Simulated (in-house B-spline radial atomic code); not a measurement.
Levels of two electrons outside the [Ne] 3s2 core along the 14-electron series, above the ground level 3p2 J0; labels give the leading configuration and J, and a prime marks the next level of the same label. Computed with an all-electron radial atomic-structure program (B-spline basis): configuration interaction with many-body perturbation theory for the core, Breit and QED.

```
  ion   Z  first ionisation energy (eV)  excitation of 3p2 J2 (eV)  core correlation Breit and QED part of 3p2 J2 (eV)  excitation of 3p2 J2' (eV)  core correlation Breit and QED part of 3p2 J2' (eV)  excitation of 3p2 J1 (eV)  core correlation Breit and QED part of 3p2 J1 (eV)
Ga17+  31                         639.1                     5.5453                                            -0.38849                      11.433                                             -0.80823                     3.4739                                            -0.16523
Ge18+  32                             ?                          ?                                                   ?                           ?                                                    ?                          ?                                                   ?
As19+  33                         773.0                     7.5363                                            -0.50405                      15.145                                             -0.89998                     5.0717                                            -0.22554
Se20+  34                             ?                          ?                                                   ?                           ?                                                    ?                          ?                                                   ?
Br21+  35                         919.6                     10.031                                            -0.62743                      19.906                                              -1.0161                     7.1818                                            -0.29691
Kr22+  36                         997.8                     11.496                                             -0.6911                      22.736                                              -1.0834                     8.4586                                            -0.33631
Rb23+  37                        1079.2                     13.123                                            -0.75659                      25.898                                              -1.1581                     9.8992                                            -0.37868
Sr24+  38                        1163.9                     14.923                                            -0.82361                      29.416                                              -1.2399                     11.517                                            -0.42376
Zr26+  40                        1343.0                     19.101                                             -0.9618                      37.626                                              -1.4231                     15.335                                            -0.52128
Nb27+  41                             ?                          ?                                                   ?                           ?                                                    ?                          ?                                                   ?
Mo28+  42                        1535.4                     24.139                                             -1.1085                      47.578                                              -1.6375                     20.023                                            -0.63085
```

Task: Fill in the row of Ge18+.

Result: first ionisation energy (eV): 704.5; excitation of 3p2 J2 (eV): 6.4832; core correlation Breit and QED part of 3p2 J2 (eV): -0.44522; excitation of 3p2 J2' (eV): 13.169; core correlation Breit and QED part of 3p2 J2' (eV): -0.85145; excitation of 3p2 J1 (eV): 4.2144; core correlation Breit and QED part of 3p2 J1 (eV): -0.19408.

Task: Fill in the row of Se20+.

Result: first ionisation energy (eV): 844.7; excitation of 3p2 J2 (eV): 8.7151; core correlation Breit and QED part of 3p2 J2 (eV): -0.56492; excitation of 3p2 J2' (eV): 17.383; core correlation Breit and QED part of 3p2 J2' (eV): -0.95487; excitation of 3p2 J1 (eV): 6.0569; core correlation Breit and QED part of 3p2 J1 (eV): -0.25988.

Task: Fill in the row of Nb27+.

Result: first ionisation energy (eV): 1437.5; excitation of 3p2 J2 (eV): 21.505; core correlation Breit and QED part of 3p2 J2 (eV): -1.0343; excitation of 3p2 J2' (eV): 42.369; core correlation Breit and QED part of 3p2 J2' (eV): -1.5269; excitation of 3p2 J1 (eV): 17.563; core correlation Breit and QED part of 3p2 J1 (eV): -0.57482.
